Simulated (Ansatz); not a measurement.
The cluster Ti2Se4 (the lowest singlet isomer of a short search) was relaxed with PBE0-D4 (def2-SVP, def2-SVPD) in Ansatz in these states: charge -1 doublet, neutral quintet, neutral singlet, neutral triplet. The geometries follow in no particular order.

A:

```
atom    x (Å)    y (Å)    z (Å)
 Ti1   0.3244  -0.8436  -0.5090
 Ti2  -1.3458   0.6290   0.3595
 Se3  -1.1869  -1.5981   1.2062
 Se4  -1.1285   0.3610  -2.0034
 Se5   0.8445   1.4866   0.9229
 Se6   2.4923  -0.0349   0.0238
```

B:

```xyz
6

Ti    0.438   -0.600    0.048
Ti   -1.063    1.455   -0.117
Se   -2.055   -0.730   -0.272
Se    0.693    1.162   -1.732
Se    0.233    1.114    1.880
Se    1.754   -2.400    0.193
```

C:

```xyz
6

Ti   -0.7756    0.7886   -0.3691
Ti    0.2983   -0.5942    1.4193
Se   -1.9404   -1.1244    0.8500
Se    0.6664    1.7455    1.5038
Se    1.3603   -1.0405   -0.8569
Se    0.3910    0.2250   -2.5471
```

D:

Cartesian coordinates in Å:
```
Ti 1.087 0.794 -0.687
Ti -1.292 -0.654 -0.417
Se 0.666 -1.391 -1.620
Se -1.137 1.708 -0.891
Se -0.670 -0.842 1.922
Se 1.346 0.385 1.692
```

**Question.** Judge from the bond lengths which geometry belongs to which state (an estimate).

**Answer.** A is the neutral singlet (Se5–Se6 2.416 Å, Ti1–Se5 2.784 Å, Ti1–Ti2 2.390 Å); B is the charge -1 doublet (Se5–Se6 4.184 Å, Ti1–Se5 2.517 Å, Ti1–Ti2 2.550 Å); C is the neutral quintet (Se5–Se6 2.323 Å, Ti1–Se5 2.854 Å, Ti1–Ti2 2.503 Å); D is the neutral triplet (Se5–Se6 2.371 Å, Ti1–Se5 3.545 Å, Ti1–Ti2 2.798 Å).
